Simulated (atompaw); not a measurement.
How hard is this scandium (Sc) PAW (atompaw) potential?

scandium, PAW, made with atompaw 4.2.0.5 (PBE, scalar-relativistic). Core [Ar], reference 3d1 4s1.5 4p0.5. Waves: 4s (bound): rc 3.00 bohr; 4s channel at 3.05 Ry: rc 3.00 bohr; 4p (bound): rc 3.00 bohr; 4p channel at 0.85 Ry: rc 3.00 bohr; 3d (bound): rc 1.85 bohr; 3d channel at 2.05 Ry: rc 3.00 bohr. Local part: troulliermartins scheme with l = 3 at 0 Ry, radius 2.10 bohr. Core correction: smooth core density matched at 2.75 bohr. Augmentation charge: besselshape compensation charge, radius 2.30 bohr; PAW radius 3.00 bohr; waves and projectors: custom rrkj vanderbiltortho.

The pseudo-atom Hamiltonian at the reference potential is diagonalised in spherical Bessel functions j_l(qr) that vanish at 20 bohr, with q² up to the cutoff. All-electron valence levels (Ry): 4s -0.3340, 4p -0.1297, 3d -0.2803.

Problem. How do the lowest levels (Ry) of each channel move with the cutoff, and are there ghosts?

Solution.

```
cutoff (Ry)     s #1     s #2     p #1    p #2     d #1    d #2    f #1  Σ f·Δε (mRy)
          8  -0.3340  -0.0147  -0.1297  0.0272   0.0246  0.1108  0.0874         305.0
         12  -1.4174  -0.3340  -0.1297  0.0272  -0.0110  0.0548  0.0874         269.3
         18  -2.1463  -0.3340  -0.1297  0.0271  -0.2399  0.0316  0.0874          40.4
         21  -2.2153  -0.3340  -0.1297  0.0271  -0.2645  0.0312  0.0874          15.8
         30  -2.2515  -0.3340  -0.1297  0.0271  -0.2796  0.0309  0.0874           0.7
         40  -2.2525  -0.3340  -0.1297  0.0271  -0.2800  0.0309  0.0874           0.3
        400  -2.2540  -0.3340  -0.1297  0.0271  -0.2803  0.0309  0.0874           0.0
```

Result: ghost state, extra bound levels that the all-electron valence spectrum of the same l lacks: s at -30.7 eV (a true bound ghost makes a file unfit for plane-wave use); 10 mRy is reached at 25 Ry and 1 mRy at 30 Ry.
